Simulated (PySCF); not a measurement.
TlSBr: from structure and modes to constants

Level of theory: PBE0 in PySCF with Tl def2-TZVP with ECP60, S def2-TZVP, Br def2-TZVP; scalar-relativistic core potentials, no spin–orbit coupling; density-fitted integrals.

The singlet minimum has C∞v symmetry. Masses (u): Tl 204.97441, S 31.97207, Br 78.91834.

```xyz
3
charge 0 multiplicity 1, angstrom
Tl    0.0000    0.0000   -0.3892
S     0.0000    0.0000   -2.6124
Br    0.0000    0.0000    2.0690
```

Harmonic wavenumbers (cm⁻¹): 79.5 (π, ×2), 236.0 (σ+, ×1), 446.0 (σ+, ×1).

Find the principal moments of inertia and the rotational constants. What kind of rotor is it?

About the centre of mass I = 587.08 u Å². With B = 16.8576/I this gives 0.02871 cm⁻¹. The molecule is linear.

Give the standard entropy (298.15 K, 1 bar) by its translational, rotational, vibrational and spin parts, and Cp.

Sackur–Tetrode with M = 315.86 u gives 180.6; rotation with symmetry number 1 gives 82.2; vibration 43.7; spin R ln 1 = 0.0. The total is 306.5 J/(mol K), and Cp = 7/2 R + 29.6 = 58.7 J/(mol K).

This need not be the most stable arrangement of these atoms. No spin–orbit coupling is included, which matters more the heavier the element.
